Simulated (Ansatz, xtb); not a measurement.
## C3H4BFN2: 9 structures ranked

9 gas-phase structures of C3H4BFN2, from a drawn sample of its isomers (lower ones may exist). Each was relaxed with GFN2-xTB:

A. `Bc1[nH]ncc1F`, a singlet
B. `Bc1c[nH]nc1F`, a singlet
C. `Bc1n[nH]cc1F`, a singlet
D. `Bc1cc(F)[nH]n1`, a singlet
E. `Bn1cc(F)cn1`, a singlet
F. `Bc1cn[nH]c1F`, a singlet
G. `Bn1nccc1F`, a singlet
H. `Bn1ccc(F)n1`, a singlet
I. `Bc1cc(F)n[nH]1`, a singlet

Make a reasoned guess at their ranking by r2SCAN-D4/def2-SVP single-point energy.

Calculated order at r2SCAN-D4/def2-SVP: H (0.000), G (0.175), E (0.293), B (0.592), I (0.608), F (0.733), A (0.739), D (0.975), C (0.983) eV. Less than 1 kcal/mol parts B and I; F and A; D and C, so the order within those pairs means little.

Energies above the lowest of each column, in eV; the last columns are at PBE0-D3(BJ)/def2-SVP geometries and were run for some of them only (a dash: not run or not comparable):

```
structure  GFN2-xTB  HF/STO-3G  r2SCAN-D4/def2-SVP  PBE0-D3(BJ)/def2-SVP  CCSD(T)/def2-SVP + ΔMP2/def2-TZVPP
        H     0.000      0.000               0.000                 0.000                               0.000
        G     0.076      0.023               0.175                 0.176                               0.198
        E     0.123      0.158               0.293                 0.285                               0.277
        B     0.920      1.014               0.592                 0.588                               0.706
        I     0.865      1.082               0.608                 0.631                               0.754
        F     0.965      0.995               0.733                 0.724                               0.844
        A     0.910      1.092               0.739                     –                                   –
        D     1.104      1.230               0.975                     –                                   –
        C     1.116      1.285               0.983                     –                                   –
```

Every level run on H puts it lowest or level with the lowest. Flexible structures stand in one conformer each, not always the lowest. Frequencies (GFN2-xTB) were run for B, E, F, G, H, I alone. ΔMP2 is the change of the MP2 energy from the smaller to the larger basis.

Over these structures GFN2-xTB departs from r2SCAN-D4/def2-SVP by 0.132 eV on average once a common shift is removed. A GFN2-xTB relaxation took about 0.091 s and the r2SCAN-D4/def2-SVP energy about 2.2 s on a shared host (Ansatz 0.2.0, xtb 6.7.1).
